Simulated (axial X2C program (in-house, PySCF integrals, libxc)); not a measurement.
# Potential curves of ZrSe, scalar-relativistic

All values were computed with an in-house relativistic program for diatomic molecules. Spin-free means the one-electron spin-free X2C Hamiltonian. Basis: Zr dyall-cv3z [11s12p9d6f3g], Se dyall-cv3z [8s9p6d4f1g] (cores contracted in-house); Gaussian nuclei, density fitting, unrestricted open shells. Masses: Zr 89.905 u, Se 79.917 u.

State: M_S = 1, Λ = 2 (beyond evenly filled blocks: σα, δ+α). Energies in cm⁻¹ from the fragments at the same level (Zr + Se). Fits are polynomials in 1 − R0/R over 0.85 to 1.23 times the lowest point R0.

```json
{"R (Å)": "2.0175", "TPSS": "-31342", "PBE0": "-30076"}
{"R (Å)": "2.1103", "TPSS": "-38188", "PBE0": "-36735"}
{"R (Å)": "2.1799", "TPSS": "-41194", "PBE0": "-39580"}
{"R (Å)": "2.2494", "TPSS": "-42815", "PBE0": "-41027"}
{"R (Å)": "2.3190", "TPSS": "-43368", "PBE0": "-41394"}
{"R (Å)": "2.4002", "TPSS": "-42993", "PBE0": "-40791"}
{"R (Å)": "2.4813", "TPSS": "-41818", "PBE0": "-39381"}
{"R (Å)": "2.5857", "TPSS": "-39519", "PBE0": "-36774"}
{"R (Å)": "2.7132", "TPSS": "-36019", "PBE0": "-32914"}
{"R (Å)": "2.8987", "TPSS": "-30485", "PBE0": "-26927"}
```

Occupations by symmetry block were frozen at the best pattern of an incomplete PBE0 search. Dissociation energies refer to the lowest single-determinant-based atoms at the same level and basis. Other states lie close and PBE0, whose exact exchange favours high spin, may order them wrongly; the determinant shown need not be the ground state. The nearest other spin-free determinant of the search, M_S = 0, Λ = 0, lies 0.37 eV up at the distance of the search. The functionals have no current-density term, which raises determinants with orbital currents, atoms included. The determinant is spin-polarised beyond a pure state at some levels (its spin-free form has ⟨S²⟩ too high), which makes Re and μ there less reliable. Spin-free De lacks the spin–orbit lowering of the heavy p-block atom, a tenth of an eV or more for 4p and 5p, up to an eV for 6p and one to two eV for 7p atoms, less what an open-shell molecule gains itself.

(1) What are Re, ωe and De at the TPSS level?

(2) Fit the PBE0 curve near its minimum: give the equilibrium distance, the harmonic wavenumber and the well depth.

Results:

(1) At TPSS, spin-free: Re = 2.328 Å, ωe ≈ 360 cm⁻¹, De = 5.38 eV to Zr + Se; Be follows as 0.0735 cm⁻¹.

(2) At PBE0, spin-free: Re = 2.312 Å, ωe ≈ 373 cm⁻¹, De = 5.13 eV to Zr + Se; Be follows as 0.0745 cm⁻¹.
